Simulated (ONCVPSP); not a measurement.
Before and after: ONCV potential for Ga (Z = 31)

```
Element                 : gallium (Ga)
Generator               : ONCVPSP 4.0.1
Type                    : optimised norm-conserving Vanderbilt (ONCV)
Functional              : PBE
Relativity              : fully relativistic
Frozen core             : [Ne]
Valence charge          : 21
Reference configuration : 3s2 3p6 3d10 4s1.75 4p1.25
Partial waves           : 3s+4s: rc 1.15 bohr, ncon 4, nbas 8, qcut 10.4 1/bohr, 2 projectors; 3p+4p: rc 1.40 bohr, ncon 4, nbas 7, qcut 7.6 1/bohr, 2 projectors; 3d: rc 1.45 bohr, ncon 3, nbas 7, qcut 10.4 1/bohr, 2 projectors, debl 1.9 Ha; f scattering state at 0.43 Ha: rc 1.15 bohr, ncon 4, nbas 7, qcut 9.1 1/bohr, local
Local potential         : the f channel
Core correction         : Teter function, fcfact 5.75, rcfact 1.35
```

Open shells are filled in proportion to 2j + 1.

All-electron outer shells of the reference configuration (PBE, scalar-relativistic, ld1.x):

```json
{"shell": "2s", "level (eV)": "-1262.81", "outermost node (bohr)": "0.07", "outermost maximum (bohr)": "0.18"}
{"shell": "2p", "level (eV)": "-1099.32", "outermost node (bohr)": "–", "outermost maximum (bohr)": "0.15"}
{"shell": "3s", "level (eV)": "-148.63", "outermost node (bohr)": "0.27", "outermost maximum (bohr)": "0.56"}
{"shell": "3p", "level (eV)": "-99.37", "outermost node (bohr)": "0.24", "outermost maximum (bohr)": "0.56"}
{"shell": "3d", "level (eV)": "-19.65", "outermost node (bohr)": "–", "outermost maximum (bohr)": "0.53"}
{"shell": "4s", "level (eV)": "-9.24", "outermost node (bohr)": "0.81", "outermost maximum (bohr)": "1.90"}
{"shell": "4p", "level (eV)": "-2.78", "outermost node (bohr)": "0.87", "outermost maximum (bohr)": "2.53"}
```

Change: all radii but the core radius scaled by about 0.78 (s 0.90, p 1.10, d 1.14, f 0.90 bohr).

Cutoffs: the cutoffs (Ha) at which the residual kinetic energy of the hardest occupied pseudo-wave falls to 1 and 0.1 mHa per electron; they do not see the model core or the augmentation charge, which bear on the density cutoff. Errors are all-electron minus pseudo energies relative to the spin-unpolarised reference configuration.

Predict the effect on cutoff, ghosts and configuration errors.

The potential gets harder (57 Ha and 79 Ha → 115 Ha and 205 Ha); of the 4 tests that both files solve, the error grows in 1 and shrinks in 0 by more than 15 % and 0.3 meV (median size 0.2 → 0.3 meV); neither file shows a bound ghost. A smaller radius makes the pseudo-wave follow the all-electron one further in, where it bends more sharply, so more plane waves are needed.

| quantity | base | changed |
| --- | --- | --- |
| cutoff, loose | 57 Ha | 115 Ha |
| cutoff, tight | 79 Ha | 205 Ha |
| loose cutoff by channel | s 36 Ha, p 57 Ha, d 45 Ha | s 53 Ha, p 115 Ha, d 73 Ha |
| bound ghosts | none | none |
| GHOST(+) flags under 300 eV | none | none |
| error for 3s2 3p6 3d10 4s2 4p1, meV [ΔE -1.60 eV] | -0.1 | -0.1 |
| error for 3s2 3p6 3d10 4s2 4p0, meV [ΔE 4.09 eV] | 0.0 | +0.2 |
| error for 3s2 3p6 3d10 4s1 4p0, meV [ΔE 25.22 eV] | +0.3 | +2.4 |
| error for 3s2 3p6 3d10 4s1 4p2, meV [ΔE 4.93 eV] | -0.5 | +0.3 |
| rms error of d²Exc/dni dnj with the model core, mHa | 4.85 | 5.26 |
